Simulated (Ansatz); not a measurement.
Reaction (cleavage of the Si–Al bond): `F[SiH](F)[AlH2]` + `BN` → `BN[SiH](F)F` + `[AlH3]`

Isolated molecules relaxed with PBE0-D4/def2-TZVP in Ansatz; ΔE leaves out vibrations. CBS: MP2 limit from def2 TZ/QZ plus the TZ coupled-cluster correction, frozen cores. This one scheme is used for every species. Functionals use def2-TZVPP. HSE06 is defined as in plane-wave codes. One conformer a species, not always the lowest.

Is it downhill or uphill in electronic energy at CCSD(T)/CBS, and by how much? (Best estimate.)

Computed: Downhill: ΔE = -81.1 kJ/mol.

What do these levels give: revPBE-D4, B97M-V, r2SCANh-D4, PBE-QIDH, revPBE, r2SCAN0, HSE06, BHLYP, LC-ωPBE, HF/def2-SVP, HF/CBS(def2), MP2/CBS(def2)? (Best estimate.)

Ansatz gave: revPBE-D4 -60.7, B97M-V -90.8, r2SCANh-D4 -78.2, PBE-QIDH -79.1, revPBE -49.7, r2SCAN0 -80.0, HSE06 -63.7, BHLYP -82.8, LC-ωPBE -70.8, HF/def2-SVP -90.5, HF/CBS(def2) -95.4, MP2/CBS(def2) -88.9 kJ/mol.

Largest T1 diagnostic among the species: 0.012.

From PBE to PBE0 (25 % exact exchange), in def2-TZVPP and without D4, ΔE moves by −10.4 kJ/mol. In def2-TZVPP, CCSD(T) changes the Hartree–Fock value by +12.1 kJ/mol (the triples alone add +1.3 kJ/mol) and MP2 by +4.2 kJ/mol.
